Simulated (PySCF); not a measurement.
## Calculated properties of [AuCl4]-, `[Cl][Au-]([Cl])([Cl])[Cl]`

Compound: [AuCl4]- (charge -1 and singlet state).
Bonds: Au1–Cl2, Au1–Cl3, Au1–Cl4, Au1–Cl5.

**PBE0-D3(BJ)/def2-SVP geometry optimisation, gas phase, def2 core potentials past Kr (PySCF)**

```yaml
Point_group: D4h
Rotational_constants_A_B_C: 1.343, 1.343, 0.671 GHz
```

**wB97X-D/def2-SVPD ground state and vertical TDDFT (core frozen in the response) (PySCF)**

```yaml
HOMO_energy: -5.91 eV
LUMO_energy: 1.25 eV
HOMO–LUMO_gap: 7.16 eV
Lowest_singlet_excitation: 2.67 eV (464 nm, f = 0.000)
Lowest_triplet_excitation_Tamm–Dancoff: 2.39 eV
Static_isotropic_polarisability: 115.1 au
```

Monoisotopic mass of the ion (most abundant isotopes, electron mass counted): 336.8425 u.

The largest Löwdin shares of the HOMO are 0.25 on Cl3, 0.25 on Cl2, 0.25 on Cl4 and 0.25 on Cl5. S1 lies 4.49 eV below the HOMO–LUMO gap; its leading configuration is HOMO→LUMO, weight 0.99. The vertical singlet–triplet gap S1 − T1 is 0.28 eV (TDDFT singlet less Tamm–Dancoff triplet). With B = h/(8π²I), that is 505.379 GHz u Å² over I, the principal moments of inertia are 376.3, 376.4 and 752.7 u Å² (most abundant isotopes). 4 of the 10 computed singlets lie in the visible range (750 to 380 nm, 1.65 to 3.26 eV), with an oscillator strength of 0.000 in sum.

Atoms past krypton carry effective core potentials; spin–orbit coupling is left out. The geometry's basis has no diffuse functions, a weakness for an anion.

For the TDDFT job (wB97X-D/def2-SVPD), time: 14 s. Hardware: one thread of an Arm Neoverse V2, on a shared host.
